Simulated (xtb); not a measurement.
Br2Ge, triplet, from a rough starting geometry (the spin is typed, not shown lowest); xtb 6.7.1 with GFN2-xTB.

xtb was given this input:
```
$ xtb mol.xyz --gfn 2 --uhf 2 --opt vtight --json

# file mol.xyz
3

Ge     0.03328864    -0.00244073     1.01968308
Br     1.00997536    -1.51955328    -0.50861914
Br    -1.01109432     1.52138010    -0.50487459
```

The log (banner, timings and long lists left out):

```
   ID    Z sym.   atoms
    1   32 Ge     1
    2   35 Br     2, 3

           -------------------------------------------------
          |                Calculation Setup                |
           -------------------------------------------------

           -------------------------------------------------
          |                 G F N 2 - x T B                 |
           -------------------------------------------------

          ...................................................
          :                      SETUP                      :
          :.................................................:
          :  # basis functions                  30          :
          :  # atomic orbitals                  27          :
          :  # shells                            9          :
          :  # electrons                        18          :
          :  max. iterations                   250          :
          :  Hamiltonian                  GFN2-xTB          :
          :  restarted?                      false          :
          :  GBSA solvation                  false          :
          :  PC potential                    false          :
          :  electronic temp.          300.0000000     K    :
          :  accuracy                    1.0000000          :
          :  -> integral cutoff          0.2500000E+02      :
          :  -> integral neglect         0.1000000E-07      :
          :  -> SCF convergence          0.1000000E-05 Eh   :
          :  -> wf. convergence          0.1000000E-03 e    :
          :  Broyden damping             0.4000000          :
          :  net charge                          0          :
          :  unpaired electrons                  2          :
          ...................................................

 iter      E             dE          RMSdq      gap      omega  full diag
   1     -9.2176979 -0.921770E+01  0.181E+01    2.89       0.0  T
   2     -8.6100910  0.607607E+00  0.322E+01    1.19       1.0  T
   3     -9.9952793 -0.138519E+01  0.150E+01    2.26       1.0  T
   4     -9.9963712 -0.109183E-02  0.147E+01    2.26       1.0  T
   5    -10.1028456 -0.106474E+00  0.452E+00    2.40       1.0  T
   6    -10.1037889 -0.943262E-03  0.395E+00    2.40       1.0  T
   7    -10.1036314  0.157440E-03  0.380E+00    2.40       1.0  T
   8    -10.1031425  0.488955E-03  0.174E+00    2.43       1.0  T
   9    -10.1040413 -0.898787E-03  0.135E+00    2.42       1.0  T
  10    -10.1044983 -0.457028E-03  0.802E-01    2.41       1.0  T
  11    -10.1047087 -0.210375E-03  0.109E+00    2.40       1.0  T
  12    -10.1047415 -0.328480E-04  0.489E-01    2.40       1.0  T
  13    -10.1048190 -0.774517E-04  0.384E-01    2.40       1.0  T
  14    -10.1048230 -0.402460E-05  0.169E-01    2.40       1.0  T
  15    -10.1048237 -0.724723E-06  0.105E-01    2.40       1.0  T
  16    -10.1048223  0.142909E-05  0.121E-01    2.40       1.0  T
  17    -10.1048241 -0.185184E-05  0.177E-02    2.40       3.3  T
  18    -10.1048241 -0.254651E-08  0.123E-02    2.40       4.7  T
  19    -10.1048241  0.495061E-08  0.111E-02    2.40       5.2  T
  20    -10.1048242 -0.183161E-07  0.376E-03    2.40      15.4  T
  21    -10.1048242  0.486722E-11  0.861E-03    2.40       6.7  T
  22    -10.1048242 -0.340573E-08  0.108E-03    2.40      53.4  T
  23    -10.1048242 -0.619274E-10  0.376E-04    2.40     153.7  T
  24    -10.1048242 -0.138645E-10  0.169E-05    2.40    3408.0  T

   *** convergence criteria satisfied after 24 iterations ***

 transition dipole moment (au) for excitation:           9          10
     X       Y       Z
  -0.2830  -0.1881   0.0059  total (au/Debye):    0.340   0.864
 dE (eV)             :    4.028
 oscillator strength :  0.16118E-01

         :::::::::::::::::::::::::::::::::::::::::::::::::::::
         ::                     SUMMARY                     ::
         :::::::::::::::::::::::::::::::::::::::::::::::::::::
[...]
         :: total energy             -10.101037421693 Eh    ::
 * total energy  :   -10.1010374 Eh     change        0.5666578E-12 Eh
 * total energy  :   -10.1030293 Eh     change       -0.1991928E-02 Eh
 * total energy  :   -10.1030730 Eh     change       -0.4367157E-04 Eh
 * total energy  :   -10.1030876 Eh     change       -0.1453017E-04 Eh
 * total energy  :   -10.1030946 Eh     change       -0.7076385E-05 Eh
 * total energy  :   -10.1030950 Eh     change       -0.3247862E-06 Eh
 * total energy  :   -10.1030950 Eh     change       -0.2554639E-08 Eh
   *** GEOMETRY OPTIMIZATION CONVERGED AFTER 7 ITERATIONS ***
         :: total energy             -10.103094955160 Eh    ::
[...]
          |                Property Printout                |
           -------------------------------------------------

    * Orbital Energies and Occupations

         #    Occupation            Energy/Eh            Energy/eV
      -------------------------------------------------------------
         1        2.0000           -0.8589266             -23.3726
         2        2.0000           -0.8552752             -23.2732
         3        2.0000           -0.6386922             -17.3797
         4        2.0000           -0.4773638             -12.9897
         5        2.0000           -0.4545092             -12.3678
         6        1.9999           -0.4493211             -12.2266
         7        1.9908           -0.4453603             -12.1189
         8        1.9319           -0.4434008             -12.0655
         9        1.0775           -0.4385624             -11.9339
        10        1.0000           -0.2937498              -7.9933 (HOMO)
        11                         -0.2206684              -6.0047 (LUMO)
        12                         -0.2072972              -5.6408
        13                         -0.0180271              -0.4905
        14                         -0.0109692              -0.2985
        15                         -0.0013603              -0.0370
        16                          0.0016926               0.0461
        17                          0.0145402               0.3957
        18                          0.0169820               0.4621
        19                          0.0175570               0.4777
        20                          0.0188512               0.5130
        21                          0.0428842               1.1669
       ...                                ...                  ...
        27                          1.1246816              30.6041
      -------------------------------------------------------------
                  HL-Gap            0.0730815 Eh            1.9886 eV
             Fermi-level           -0.3490624 Eh           -9.4985 eV

     #   Z          covCN         q      C6AA      α(0)
     1  32 Ge       1.638     0.246   251.617    33.186
     2  35 Br       0.820    -0.123   188.128    22.114
     3  35 Br       0.820    -0.123   188.128    22.114

 Mol. C6AA /au·bohr⁶  :       1850.137625
 Mol. C8AA /au·bohr⁸  :     135315.945563
 Mol. α(0) /au        :         77.414108

Wiberg/Mayer (AO) data.
largest (>0.10) Wiberg bond orders for each atom

 ---------------------------------------------------------------------------
     #   Z sym  total        # sym  WBO       # sym  WBO       # sym  WBO
 ---------------------------------------------------------------------------
     1  32 Ge   1.757 --     3 Br   0.878     2 Br   0.878
     2  35 Br   1.130 --     1 Ge   0.878     3 Br   0.252
     3  35 Br   1.130 --     1 Ge   0.878     2 Br   0.252
 ---------------------------------------------------------------------------

Topologies differ in total number of bonds
Writing topology from bond orders to xtbtopo.mol

molecular dipole:
                 x           y           z       tot (Debye)
 q only:        0.011       0.004       0.680
   full:        0.022       0.008       1.311       3.334
molecular quadrupole (traceless):
                xx          xy          yy          xz          yz          zz
 q only:       -0.176       2.379      -2.175       0.048      -0.012       2.351
  q+dip:        0.507       6.579      -5.023       0.065      -0.050       4.516
   full:       -0.626       5.686      -5.405       0.114      -0.023       6.031

optimized geometry written to: xtbopt.xyz

           -------------------------------------------------
          | TOTAL ENERGY              -10.103094955160 Eh   |
          | GRADIENT NORM               0.000003827547 Eh/α |
          | HOMO-LUMO GAP               1.988647648145 eV   |
           -------------------------------------------------

normal termination of xtb
```
